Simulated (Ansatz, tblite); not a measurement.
Cost and result up the ladder for (HBe-mu-Cl)2 (Be₂H₂Cl₂) (6 atoms). Total charge 0; singlet. Geometry: PBE0-D4/def2-TZVP.

```xyz
6

Be   -1.100   -0.393   -0.536
H    -2.244   -0.802   -1.093
Cl    0.609    0.199   -1.396
Be    1.100    0.393    0.536
H     2.244    0.802    1.093
Cl   -0.609   -0.200    1.396
```

Ansatz on 4 threads of Arm Neoverse V1 on a shared host; xTB runs through tblite on one thread. Times are rough, summed over both states, and most runs start from the orbitals of an earlier one. PBE0-D4/def2-TZVP serves as the yardstick here, not as an exact answer. The other state is a triplet.

The xTB rows come from tblite.

xTB has no spin-polarisation term.

```json
{"level": "GFN1-xTB", "functions": "30", "wall time": "0.008 s"}
{"level": "GFN2-xTB", "functions": "28", "wall time": "0.009 s"}
{"level": "PBE0-D4/def2-TZVP", "functions": "124", "wall time": "3.6 s"}
{"level": "PBE-D4/def2-TZVP (with forces)", "functions": "124", "wall time": "4.4 s"}
{"level": "r2SCAN-D4/def2-TZVP", "functions": "124", "wall time": "5.5 s"}
```

**Question.** Estimate what each level gives for the vertical triplet (eV).

**Answer.** 
```
                         level  vertical triplet (eV)  difference from PBE0-D4/def2-TZVP (eV)
                      GFN1-xTB                   6.81                                    0.97
                      GFN2-xTB                   6.37                                    0.53
             PBE0-D4/def2-TZVP                   5.84                                    0.00
PBE-D4/def2-TZVP (with forces)                   5.45                                   -0.40
           r2SCAN-D4/def2-TZVP                   5.65                                   -0.20
```
